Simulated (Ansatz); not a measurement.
`BC(B)[SiH3]` + `N=C=O` → `BN=C=O` + `BC[SiH3]` at 400 K and 1 bar (ligand exchange at a B–C bond).

Program: Ansatz. Geometries: PBE0-D4/def2-TZVP. ΔE: electronic, gas phase. CBS: MP2 limit from def2 TZ/QZ plus the TZ coupled-cluster correction, frozen cores. This one scheme is used for every species. Each species was taken in one conformer, which may not be the lowest.

```
      species  CCSD(T)/CBS energy (Eh)  H − E (kJ/mol)  S (J/(mol·K))
`BC(B)[SiH3]`               -381.50288           254.0          364.9
      `N=C=O`               -168.51995            72.4          252.4
     `BN=C=O`               -193.93341           111.1          304.0
   `BC[SiH3]`               -356.11784           216.8          331.5
```

H − E and S are ideal-gas, rigid-rotor, harmonic terms from PBE0-D4/def2-TZVP, for one conformer and one mirror image of each species. 1 Eh = 2625.50 kJ/mol, R = 8.31446 J/(mol·K).

Problem. By hand: ΔE, ΔH, ΔS and ΔG.

Solution. ΔE = (-193.93341) + (-356.11784) − (-381.50288) − (-168.51995) = -0.02842 Eh = -74.6 kJ/mol. Δ(H − E) = 111.1 + 216.8 − 254.0 − 72.4 = 1.5, so ΔH = -73.1 kJ/mol. ΔS = 304.0 + 331.5 − 364.9 − 252.4 = 18.2 J/(mol·K). ΔG = -73.1 − 400 × (18.2)/1000 = -80.4 kJ/mol.

Problem. By hand: the equilibrium constant, and the temperature at which ΔG would vanish if ΔH and ΔS stayed fixed.

Solution. log₁₀ K = −ΔG/(RT ln 10) = 10.5. ΔH and −TΔS have one sign here, so there is no such temperature.

ΔH outweighs TΔS. A doubt of 5 kJ/mol in ΔE shifts log₁₀ K by 0.7 here. Other conformers and mirror images would add mixing entropy, several J/(mol·K) or more a flexible species. These are equilibria of isolated gas molecules and say nothing of rates. Largest T1 diagnostic: 0.018 (customary marks: 0.02 for closed shells, 0.045 for open ones).
